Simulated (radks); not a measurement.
Spin polarisation of the 3p4 shell in K3+. Start: [Ne] 3s2 3p(up 2, down 2); electrons of 3p are moved from spin down to spin up, other shells keep equal spins. Calculated with a radial shooting solver on a logarithmic mesh with Libxc functionals: non-relativistic Kohn-Sham, SCAN, spin-polarised, spherical densities, point nucleus; meta-GGA in the generalised Kohn-Sham scheme.

| moment (Bohr magnetons) | E - E(0) (eV) | e(3p up) (eV) | e(3p down) (eV) | 3s down minus up (eV) | 2p down minus up (eV) | 2s down minus up (eV) |
|---|---|---|---|---|---|---|
| 0 | 0.000 | -55.212 | -55.212 | 0.000 | 0.000 | 0.000 |
| 0.5 | -0.114 | -55.657 | -54.733 | 0.973 | 0.215 | 0.104 |
| 1 | -0.428 | -56.069 | -54.220 | 1.939 | 0.429 | 0.212 |
| 1.5 | -1.006 | -56.450 | -53.667 | 2.911 | 0.647 | 0.320 |
| 2 | -1.831 | -56.804 | -53.068 | 3.899 | 0.869 | 0.431 |

At moment 2 the spin-polarisation energy is -1.831 eV and the 3p exchange splitting 3.737 eV, that is 1.868 eV per Bohr magneton; E = -I m^2/4 would give I = 1.831 eV.
